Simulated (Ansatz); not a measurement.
Relaxation of CH$_{4}$ClFOSn (9 atoms, charge 0, multiplicity 1), to a largest force component of 0.02 eV/Å in at most 50 steps.

These are results of Ansatz, RKS B3LYP/def2-SVP, not measurements.

```xyz
9
Properties=species:S:1:pos:R:3
O -0.338 1.234 1.153
C -0.532 -0.054 0.733
Sn 0.668 -0.394 -1.001
F 0.580 -2.230 -1.566
Cl 0.030 1.038 -2.742
H -0.973 1.401 1.933
H 0.552 1.452 0.778
H -1.548 -0.242 0.458
H 2.378 -0.064 -0.537
```

Problem. Where does it end, and by what steps?

Solution. It converged. After 30 steps the energy has fallen by 2.110 eV; H6 moved furthest, 1.85 Å.

| step | energy less start (eV) | largest force component (eV/Å) | accepted |
| --- | --- | --- | --- |
| 0 | 0.0000 | 6.190 | yes |
| 2 | -1.6206 | 1.086 | yes |
| 4 | -1.7605 | 0.549 | yes |
| 6 | -1.8249 | 0.328 | yes |
| 8 | -1.8412 | 0.308 | yes |
| 10 | -1.8700 | 0.159 | yes |
| 12 | -1.8767 | 0.110 | yes |
| 14 | -1.8932 | 0.206 | yes |
| 16 | -1.9080 | 0.920 | yes |
| 18 | -1.9510 | 0.344 | yes |
| 20 | -2.0072 | 0.282 | yes |
| 22 | -2.0803 | 0.751 | yes |
| 24 | -2.1047 | 0.142 | yes |
| 26 | -2.1090 | 0.022 | yes |
| 28 | -2.1096 | 0.027 | yes |
| 30 | -2.1097 | 0.006 | yes |

```xyz
9
Properties=species:S:1:pos:R:3
O -0.239 1.333 1.057
C 0.051 -0.264 1.126
Sn 0.868 -0.508 -0.848
F 0.158 -2.068 -1.791
Cl -0.157 1.518 -1.887
H -0.536 1.677 0.160
H -0.849 1.589 1.767
H -0.981 -0.657 0.987
H 2.504 -0.478 -1.362
```

Whether the end is a true minimum wasn't checked by a vibrational analysis.

Time of the run: 2.2 min on 2 threads of Arm Neoverse V1, on a shared host, peak memory 0.26 GiB.
